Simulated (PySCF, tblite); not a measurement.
Compound: C7H15PSi.
Structure used (GFN2-xTB), in Å, numbered top down from 1:
```
atom  x, y, z in Å
C1    -3.723   -0.148    0.133
C2    -2.628    0.279    0.733
C3    -1.253    0.325    0.144
C4    -1.059   -0.388   -1.192
C5     0.460   -0.496   -1.324
C6     1.005   -0.569    0.121
Si7    2.348    0.748    0.435
P8     3.799    0.644   -1.269
C9    -0.216   -0.370    1.033
H10   -4.677   -0.148    0.633
H11   -3.723   -0.512   -0.881
H12   -2.682    0.643    1.753
H13   -0.960    1.377    0.033
H14   -1.504   -1.383   -1.135
H15   -1.509    0.148   -2.027
H16    0.847    0.389   -1.838
H17    0.757   -1.364   -1.911
H18    1.428   -1.561    0.303
H19    2.951    0.543    1.760
H20    1.767    2.097    0.395
H21    4.403   -0.530   -0.856
H22    4.757    1.423   -0.649
H23    0.017    0.210    1.925
H24   -0.616   -1.335    1.354
```

Computed with PBE0/pcSseg-1 in PySCF (dipole) on a GFN2-xTB geometry, gas phase.

Take the most abundant isotopes and a rigid rotor. The values belong to one conformer with, in the numbering `[CH2:1]=[CH:2][C@@H:3]1[CH2:4][CH2:5][C@@H:6]([SiH2:7][PH2:8])[CH2:9]1`, C1–C2–C3–C4 -10°, C5–C6–Si7–P8 -48°, C6–Si7–P8–H -74° and -167°, C2–C3–C4–C5 -165°, C3–C4–C5–C6 29°, C4–C5–C6–Si7 -127°, C5–C6–C9–C3 -21°.

Question: Give the principal moments of inertia and the rotational constants in MHz.

Answer: Ia = 156.31, Ib = 1016.98, Ic = 1097.92 u·Å²; 505379 MHz·u·Å²/I gives A = 3233, B = 496.9, C = 460.3 MHz.

Question: What kind of rotor is it?

Answer: A near-prolate asymmetric top. Ray's parameter κ = (2B − A − C)/(A − C) = -0.974; −1 is the prolate and +1 the oblate limit.

Question: Is it planar, by Δ = Ic − Ia − Ib?

Answer: Not planar: Δ = Ic − Ia − Ib = -75.38 u·Å². For a rigid frame Δ = −2 Σ m c², so Σ m c² = 37.69 u·Å² lies off the ab plane: 15.78 from hydrogen and 21.91 from heavier atoms. The atom farthest from that plane is 1.89 Å away.

Question: Give the other two planar moments, Paa and Pbb, and the rms extents of the mass along the axes.

Answer: Paa = Σ m a² = (Ib + Ic − Ia)/2 = 979.29 and Pbb = Σ m b² = (Ia + Ic − Ib)/2 = 118.62 u·Å². With the mass M = 158.07 u, the rms extents √(P/M) along a, b and c are 2.49, 0.87, 0.49 Å.

Question: Which types of transition are allowed, and where do some lines up to J = 2 fall?

Answer: The dipole components are |μa| = 0.31 D, |μb| = 0.64 D, |μc| = 0.73 D. The squared components, which scale the intensities, stand as 0.18 : 0.76 : 1.00 (a : b : c). Some lines, for components of 0.1 D or more:

```json
{"type": "a", "branch": "R", "J(Ka,Kc)": "1(0,1) ← 0(0,0)", "MHz": "957", "lower level (cm⁻¹)": "0.000"}
{"type": "a", "branch": "R", "J(Ka,Kc)": "2(1,2) ← 1(1,1)", "MHz": "1878", "lower level (cm⁻¹)": "0.123"}
{"type": "a", "branch": "R", "J(Ka,Kc)": "2(0,2) ← 1(0,1)", "MHz": "1914", "lower level (cm⁻¹)": "0.032"}
{"type": "a", "branch": "R", "J(Ka,Kc)": "2(1,1) ← 1(1,0)", "MHz": "1951", "lower level (cm⁻¹)": "0.124"}
{"type": "c", "branch": "Q", "J(Ka,Kc)": "1(1,1) ← 1(0,1)", "MHz": "2736", "lower level (cm⁻¹)": "0.032"}
{"type": "b", "branch": "Q", "J(Ka,Kc)": "1(1,0) ← 1(0,1)", "MHz": "2773", "lower level (cm⁻¹)": "0.032"}
{"type": "b", "branch": "Q", "J(Ka,Kc)": "2(1,1) ← 2(0,2)", "MHz": "2810", "lower level (cm⁻¹)": "0.096"}
{"type": "b", "branch": "R", "J(Ka,Kc)": "1(1,1) ← 0(0,0)", "MHz": "3693", "lower level (cm⁻¹)": "0.000"}
{"type": "c", "branch": "R", "J(Ka,Kc)": "1(1,0) ← 0(0,0)", "MHz": "3730", "lower level (cm⁻¹)": "0.000"}
{"type": "c", "branch": "R", "J(Ka,Kc)": "2(1,1) ← 1(0,1)", "MHz": "4724", "lower level (cm⁻¹)": "0.032"}
{"type": "c", "branch": "Q", "J(Ka,Kc)": "2(2,1) ← 2(1,1)", "MHz": "8209", "lower level (cm⁻¹)": "0.190"}
{"type": "b", "branch": "Q", "J(Ka,Kc)": "2(2,0) ← 2(1,1)", "MHz": "8209", "lower level (cm⁻¹)": "0.190"}
{"type": "b", "branch": "Q", "J(Ka,Kc)": "2(2,1) ← 2(1,2)", "MHz": "8319", "lower level (cm⁻¹)": "0.186"}
{"type": "b", "branch": "R", "J(Ka,Kc)": "2(2,1) ← 1(1,0)", "MHz": "10160", "lower level (cm⁻¹)": "0.124"}
{"type": "c", "branch": "R", "J(Ka,Kc)": "2(2,0) ← 1(1,0)", "MHz": "10160", "lower level (cm⁻¹)": "0.124"}
{"type": "c", "branch": "R", "J(Ka,Kc)": "2(2,1) ← 1(1,1)", "MHz": "10196", "lower level (cm⁻¹)": "0.123"}
{"type": "b", "branch": "R", "J(Ka,Kc)": "2(2,0) ← 1(1,1)", "MHz": "10197", "lower level (cm⁻¹)": "0.123"}
```

Its GFN2-xTB frequencies are all real (lowest 15 cm⁻¹). Constants of a rigid frame at the computed geometry: no zero-point averaging, no centrifugal distortion.

Time: 2.2 min wall; peak memory 1.1 GiB. Hardware: an Intel Xeon at 2.70 GHz with one thread, on a shared host. This is the PBE0/pcSseg-1 job that gave the dipole, with the shieldings it also computed.
